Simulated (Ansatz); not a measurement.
Cost and result up the ladder for InCl2(SiH3) (InSiH3Cl2) (7 atoms). Charge 0, multiplicity 1. Geometry: PBE0-D4/def2-SVP.

```xyz
7

In   -0.015   -0.842    0.972
Cl   -1.117   -0.497    3.019
Cl    1.014   -2.955    0.931
Si    0.032    0.842   -0.957
H     1.284    0.655   -1.744
H    -0.040    2.224   -0.404
H    -1.158    0.572   -1.817
```

Ansatz on 4 threads of Arm Neoverse V1 on a shared host. Times are rough, and most runs start from the orbitals of an earlier one. ωB97M-V/def2-TZVP serves as the yardstick here, not as an exact answer. Differences are given only for rows in sets of like size (and for xTB, whose basis is part of the method), since another set adds its own error. Binding counts from free atoms at the same level (In doublet, Cl doublet, Si triplet, H doublet; other spins of the atoms weren't run), without zero-point energy or a counterpoise term.

In the def2 sets In takes a core potential, while STO-3G treats all electrons; there is no spin–orbit coupling. LC-ωPBE has ω = 0.4 bohr⁻¹. HSE06 is defined as in plane-wave codes, on full-range PBE exchange. Correlated methods freeze 19 core orbitals; core or outer-core shells of In are correlated, in sets that lack core-valence functions.

Correlated methods converge slowly with the basis.

```tsv
level	functions	wall time
HF/STO-3G	57	0.35 s
PBE-D4/def2-SVP	95	0.85 s
LDA (SPW92)/def2-TZVP	179	1 s
PBE0-D4/def2-SVP	95	1.2 s
PBE-D4/def2-TZVP	179	1.7 s
MP2/def2-TZVP	179	2.2 s
LC-ωPBE/def2-TZVP	179	2.4 s
HSE06-D4/def2-TZVP	179	2.9 s
BHLYP-D4/def2-TZVP	179	2.9 s
PBE0-D4/def2-TZVP (with forces)	179	4 s
r2SCAN-D4/def2-TZVP	179	4.1 s
r2SCANh-D4/def2-TZVP	179	4.9 s
B97M-V/def2-TZVP	179	6.5 s
ωB97M-V/def2-TZVP	179	8.5 s
```

Estimate what each level gives for the binding energy per atom (eV).


```
                          level  binding energy per atom (eV)  difference from ωB97M-V/def2-TZVP (eV)
                      HF/STO-3G                          3.35                                       –
                PBE-D4/def2-SVP                          2.71                                       –
          LDA (SPW92)/def2-TZVP                          3.05                                    0.31
               PBE0-D4/def2-SVP                          2.69                                       –
               PBE-D4/def2-TZVP                          2.72                                   -0.03
                  MP2/def2-TZVP                          2.64                                   -0.10
              LC-ωPBE/def2-TZVP                          2.70                                   -0.05
             HSE06-D4/def2-TZVP                          2.71                                   -0.03
             BHLYP-D4/def2-TZVP                          2.67                                   -0.07
PBE0-D4/def2-TZVP (with forces)                          2.71                                   -0.03
            r2SCAN-D4/def2-TZVP                          2.75                                    0.01
           r2SCANh-D4/def2-TZVP                          2.74                                   -0.01
               B97M-V/def2-TZVP                          2.77                                    0.03
              ωB97M-V/def2-TZVP                          2.74                                    0.00
```
